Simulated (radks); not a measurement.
Values are calculated unless marked as measured or tabulated.
Problem. The osmium ion Os2+, configuration [Xe] 4f14 5d6. Code: a radial shooting solver on a logarithmic mesh with Libxc functionals. Model: scalar-relativistic Kohn-Sham, LDA (Slater exchange, Perdew-Wang correlation), spin-polarised, spherical densities, finite nucleus; open shells are filled with parallel spins first (spin-orbit coupling, left out, can overturn this in heavy ions); Fermi nuclear charge, rms radius 5.4126 fm. Some entries of the table are withheld. Estimate them.

| orbital | occ. | eigenvalue (hartree) | <r^2> (bohr^2) |
|---|---|---|---|
| 1s up | 1 | -2712.182 | 0.0004341 |
| 1s down | 1 | -2712.182 | 0.0004341 |
| 2s up | 1 | -472.9559 | 0.006651 |
| 2s down | 1 | -472.9478 | 0.006651 |
| 2p up | 3 | -412.2069 | 0.005535 |
| 2p down | 3 | -412.2002 | 0.005535 |
| 3s up | 1 | -110.5309 | 0.04307 |
| 3s down | 1 | -110.5271 | 0.04307 |
| 3p up | 3 | -92.68512 | 0.04393 |
| 3p down | 3 | -92.68105 | 0.04393 |
| 3d up | 5 | -72.67441 | 0.03639 |
| 3d down | 5 | -72.66840 | 0.03639 |
| 4s up | 1 | -23.79792 | 0.2108 |
| 4s down | 1 | -23.78967 | 0.2108 |
| 4p up | 3 | -17.93946 | 0.2404 |
| 4p down | 3 | -17.93116 | 0.2403 |
| 4d up | 5 | -10.65470 | 0.2773 |
| 4d down | 5 | -10.64470 | 0.2769 |
| 5s up | 1 | -4.03078 | 1.140 |
| 5s down | 1 | -3.96735 | 1.129 |
| 4f up | 7 | -2.55704 | 0.3844 |
| 5p up | 3 | -2.54149 | 1.551 |
| 4f down | 7 | -2.54066 | 0.3798 |
| 5p down | 3 | -2.46305 | 1.536 |
| 5d up | 5 | -0.88889 | (1) |
| 5d down | 1 | -0.79960 | (2) |

Solution. 
(1) 5d up <r^2> (bohr^2): 3.333
(2) 5d down <r^2> (bohr^2): 3.458
